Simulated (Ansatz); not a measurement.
```yaml
crystal:
  periodic: [false, false, false]
  atoms:
    - {symbol: F, position_ang: [-0.391931, 2.292819, -2.275807]}
    - {symbol: Si, position_ang: [0.165679, 1.627905, -0.705053]}
    - {symbol: C, position_ang: [-0.411561, -0.374245, -0.604798]}
    - {symbol: Si, position_ang: [0.089777, -1.423102, 1.097847]}
    - {symbol: F, position_ang: [1.856309, -1.394672, 1.316471]}
    - {symbol: F, position_ang: [-0.624575, -0.626073, 2.520379]}
    - {symbol: H, position_ang: [1.816857, 1.776114, -0.655030]}
    - {symbol: H, position_ang: [-0.550081, 2.516536, 0.498673]}
    - {symbol: H, position_ang: [-1.632184, -0.429070, -0.732269]}
    - {symbol: H, position_ang: [0.077881, -0.963666, -1.565109]}
    - {symbol: H, position_ang: [-0.396170, -3.002555, 1.104695]}
basis:
  gaussian: {orbitals: cc-pVTZ-DK, point_charges: [{charge: -1.00, position_ang: [4.464, -0.624, -0.175]}]}
total_charge: -1
magnetization: {spin_polarized: true, initial_magnetization: 9}
hamiltonian: {xc: {name: wB97M-V}}
```

```sh
$ ansatz run in.yaml --threads 4 --pin off --events-out ev --progress --plain --max-ram 10444MiB
```

Shortened log:

```
Functional definition: wB97M-V
1473 factors; their error is unknown
329 factors; integrals over basis functions are off by at most 1.5e-5 eV
mean field evaluation 1: about -25010.6823 eV, gradient 6.0e1 eV
mean field evaluation 2: about -24970.1891 eV, gradient 1.3e2 eV
mean field evaluation 4: about -25031.6826 eV, gradient 2.7e1 eV
mean field evaluation 8: about -25035.5909 eV, gradient 1.2e0 eV
mean field evaluation 16: about -25035.7422 eV, gradient 1.2e-1 eV
mean field evaluation 32: about -25035.7453 eV, gradient 5.3e-3 eV
mean field evaluation 64: about -25035.7453 eV, gradient 3.7e-5 eV
mean field -25035.74534314 eV, -920.0466715227 hartree, gradient 1.3e-5 eV, S^2 24.761606; 6 other end points of the search recorded, 0 dependent functions left out
reference -25035.74539720 eV, -920.0466735095 hartree; 38, 29 occupied and 220, 229 virtual orbitals, 1473 factors
Total energy: -25035.74539720 eV, -920.0466735095 hartree
Relativity: scalar
```

(1) What is wrong with this run?

Answers

(1) The spin is set far too high for this molecule. The calculation finished and met its thresholds. The result belongs to that input, not to the molecule as meant.
